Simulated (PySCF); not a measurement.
## Bond curve of SrN

Set-up: Sr def2-TZVPP with ECP28, N def2-TZVPP; scalar-relativistic core potentials (PySCF 2.14). Energies in eV from Sr + N in their ground configurations at the same level. All curves are PBE0. state 1: Ms = 0.5 determinant of mixed spin (⟨S²⟩ near 1.6), unpaired electrons π ↑; state 2: ⁴Σ⁻ (quartet), unpaired electrons σ ↑, π ↑↑, a second solution, started from another occupation; state 3: Ms = 0.5 determinant of mixed spin (⟨S²⟩ near 1.8), unpaired electrons σ ↓, π ↑↑, a second solution, started from another occupation; state 4: ⁴Π (quartet), unpaired electrons π ↑↑↑, a second solution, started from another occupation.

```csv
R (Å),state 1,state 2,state 3,state 4
1.906,-0.744,0.182,0.221,1.7867
1.994,-1.064,-0.464,-0.428,1.1489
2.083,-1.259,-0.889,-0.853,0.7299
2.150,-1.333,-1.096,-1.060,0.5254
2.216,-1.355,-1.230,-1.192,0.3941
2.283,-1.334,-1.305,-1.264,0.3205
2.371,-1.255,-1.338,-1.290,0.2907
2.482,-1.100,-1.303,-1.241,0.3314
2.615,-0.865,-1.194,-1.107,0.4523
2.792,-0.518,-0.998,-0.860,0.6753
```

**Question.** Put a parabola through the three lowest points of the state 1 curve and estimate Re, k and ωe (reduced mass 12.08 u; 1 eV/Å² = 0.16022 mdyn/Å; ωe = 1302.8·√(k/μ) cm⁻¹).

**Answer.** Through R = 2.15, 2.216, 2.283 Å the second-order coefficient is 4.86 eV/Å², so Re ≈ 2.217 Å, k ≈ 1.56 mdyn/Å and ωe ≈ 468 cm⁻¹. A polynomial fit of higher order to the unrounded PBE0 energies gives Re = 2.214 Å, k = 1.56 mdyn/Å, ωe = 468 cm⁻¹; anharmonicity and rounding make the difference.

The higher-order fit for each curve: state 1: Re = 2.214 Å, ωe = 468 cm⁻¹, De = 1.35 eV; state 2: Re = 2.373 Å, ωe = 396 cm⁻¹, minimum 1.34 eV below the ground-state fragments; state 3: Re = 2.361 Å, ωe = 418 cm⁻¹, minimum 1.29 eV below the ground-state fragments; state 4: Re = 2.368 Å, ωe = 405 cm⁻¹, minimum 0.291 eV above the ground-state fragments.

⟨S²⟩ of the unrestricted solution departs from its pure value on part of the curve, where spin states mix. Spin–orbit coupling is left out. Counting both spins, an empty level lies below a filled one in some of these solutions, because spin and occupation are held. The state is the lowest determinant that a PBE0 search found; another state may lie lower at other levels.
